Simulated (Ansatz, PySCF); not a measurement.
Molecule: SbCl₂ (charge +1, singlet). It need not be the lowest isomer of its formula. 
Structure (B3LYP-D3(BJ)/def2-TZVP (Ansatz, a quantum-chemistry and plane-wave program) minimum search):
SMILES: [Cl][Sb+][Cl]
```xyz
3

Sb     0.3695    -0.0286     0.4497
Cl     0.7858     0.3236    -1.7580
Cl    -1.8945    -0.2379     0.4089
```
Charge +1, spin multiplicity 1.

Total electronic energies in hartree. Cores are frozen in the correlated levels unless marked. No spin-orbit coupling. Frozen are the shells of the preceding noble gas and the d and f shells that filled before the atom's block. Past Kr the def2 sets carry scalar-relativistic core potentials. Basis-set limits of correlation are two-point, X^-3; Hartree-Fock from the larger set.

```csv
level,program,energy (Eh)
HF/def2-TZVPPD,Ansatz,-1158.06905
TPSS-D4/def2-TZVPD,PySCF + dftd4,-1160.40804
B97M-V/def2-TZVPD,Ansatz,-1160.21424
BHLYP/def2-TZVPD,Ansatz,-1160.37921
r2SCANh-D4/def2-TZVPD,Ansatz + dftd4,-1160.46589
r2SCAN0/def2-TZVPD,Ansatz,-1160.43790
PW6B95/def2-TZVPD,PySCF,-1161.30642
HSE06-D4/def2-TZVPD,Ansatz + dftd4,-1160.13960
wB97M-V/def2-TZVPD,Ansatz,-1160.36656
MP2/def2-QZVPP,Ansatz,-1158.61379
RI-MP2/def2-QZVPPD,Ansatz,-1158.61390
SCS-MP2/def2-SVP,Ansatz,-1158.06294
CCSD/def2-QZVPP,Ansatz,-1158.64532
CCSD/def2-QZVPPD,Ansatz,-1158.64567
"CCSD(T)/CBS(def2-TZVPPD,def2-QZVPPD)",Ansatz,-1158.7079
```

Totals of different functionals don't rank their quality; only differences between species are comparable.
